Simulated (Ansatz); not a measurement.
Al$_{2}$FHZn, SMILES `[F][Al]1[AlH][Zn]1`, one more setting.

```yaml
crystal:
  periodic: [false, false, false]
  atoms:
    - {symbol: F, position_ang: [-0.576370, -2.203750, 0.819724]}
    - {symbol: Al, position_ang: [-0.445857, -0.562194, 0.626072]}
    - {symbol: Al, position_ang: [0.836886, 1.601214, 0.386642]}
    - {symbol: Zn, position_ang: [-0.831824, 1.122531, -1.462210]}
    - {symbol: H, position_ang: [1.066965, -0.031402, -0.411527]}
basis:
  gaussian: {orbitals: def2-SVPD}
hamiltonian: {xc: {name: CAM-B3LYP}, dispersion: d3bjatm}
```

```sh
$ ansatz run in.yaml --threads 2 --pin off --events-out ev --progress --plain --max-ram 4352MiB
```

Shortened log:

```
Functional definition: CAM-B3LYP
1143 factors; their error is unknown
349 factors; integrals over basis functions are off by at most 1.6e-4 eV
mean field evaluation 1: about -64333.4046 eV, gradient 4.5e1 eV
mean field evaluation 2: about -64329.4515 eV, gradient 7.1e1 eV
mean field evaluation 4: about -64337.0176 eV, gradient 3.1e0 eV
mean field evaluation 8: about -64337.0362 eV, gradient 5.2e-2 eV
mean field evaluation 16: about -64337.2456 eV, gradient 9.6e-5 eV
mean field -64337.24564479 eV, -2364.3501680947 hartree, gradient 2.9e-5 eV, S^2 0.000000; 0 other end points of the search recorded, 0 dependent functions left out
reference -64337.24576698 eV, -2364.3501725850 hartree; 33, 33 occupied and 80, 80 virtual orbitals, 1143 factors
Total energy: -64337.36312604 eV, -2364.3544854509 hartree
```

Hardware: 2 threads of an Arm Neoverse V1 on a shared host. Wall time 3.2 s, peak host memory 0.38 GiB.
